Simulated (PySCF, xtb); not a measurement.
Si(Cl)2(OH)(NH2) (Cl2H3NOSi), SMILES N[Si](O)(Cl)Cl.

xtb 6.7.1 with GFN2-xTB at its own geometry gives an orbital gap of 7.14 eV and a dipole moment of 2.00 D.

Geometry: PBE-D3(BJ)/def2-SVP. This is a generated structure with no PubChem entry under its InChIKey; it may be hypothetical. Other conformers were not sampled.

Task: What does PySCF with PBE/def2-TZVP give? (Estimate from the structure and the level; the computed values follow.)

Result: gap 6.04 eV (levels -6.74 and -0.70 eV), dipole 1.51 D.
